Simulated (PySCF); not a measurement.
# Computed NMR parameters against published values

Cartesian coordinates in Å; atom numbers follow the order of the lines, from 1:
```xyz
12

F    -0.606    2.657    0.032
C    -0.308    1.353    0.015
C     1.022    0.971    0.020
C     1.316   -0.381    0.002
F     2.592   -0.773    0.007
C     0.305   -1.338   -0.021
F     0.601   -2.641   -0.041
C    -1.021   -0.913   -0.023
F    -2.002   -1.819   -0.043
C    -1.341    0.433   -0.005
H     1.813    1.702    0.037
H    -2.371    0.749   -0.006
```

Measured values that the calculation should reproduce: δ ¹⁹F F1 -114.2; F5/F9 -132.1; F7 -166.3 ppm (measured; G. Saielli, R. Bini, A. Bagno, Computational 19F NMR. 2. Organic compounds, RSC Adv. 2014, ESI (exp. from Berger-Braun-Kalinowski 1994 and Everett 1995)).

[PySCF: geometry from GFN2-xTB; PBE0/pcSseg-1 with gauge-including orbitals; one conformer; no solvent model; averaged over atoms made equivalent by symmetry, fast rotation or ring inversion; non-relativistic Hamiltonian]

Question: Set the calculated values beside the experiment.

Answer: 
Reference values: measured (G. Saielli, R. Bini, A. Bagno, Computational 19F NMR. 2. Organic compounds, RSC Adv. 2014, ESI (exp. from Berger-Braun-Kalinowski 1994 and Everett 1995)).
```tsv
atoms	quantity	reference	computed	computed, scaled
F1	δ ¹⁹F vs CFCl3	-114.2	-117.2	-114.0
F5/F9	δ ¹⁹F vs CFCl3	-132.1	-136.6	-131.5
F7	δ ¹⁹F vs CFCl3	-166.3	-178.8	-169.6
```

Computed shifts are σ(ref) − σ with the named reference compound (TMS for H and C) calculated as an isolated molecule at the same level. The measured values may be among those fitted. Shieldings were converted by a linear fit to measured shifts: ¹⁹F: δ = 146.13 − 0.903σ +14.6 on sp3 carbon (rms 6.0 ppm, 223 shifts, 7.0 ppm with the 5 outliers that the fit left out vs CFCl3, solution or neat liquid). Occasional misses reach two or three times the rms, and more in compound classes unlike the fitted ones.

Question: How far are the unscaled ¹⁹F shifts from the references?

Answer: Mean signed difference -6.67 ppm, mean absolute 6.67 ppm over 3 comparisons; the largest is -12.5 ppm at F7 (aryl fluorine).
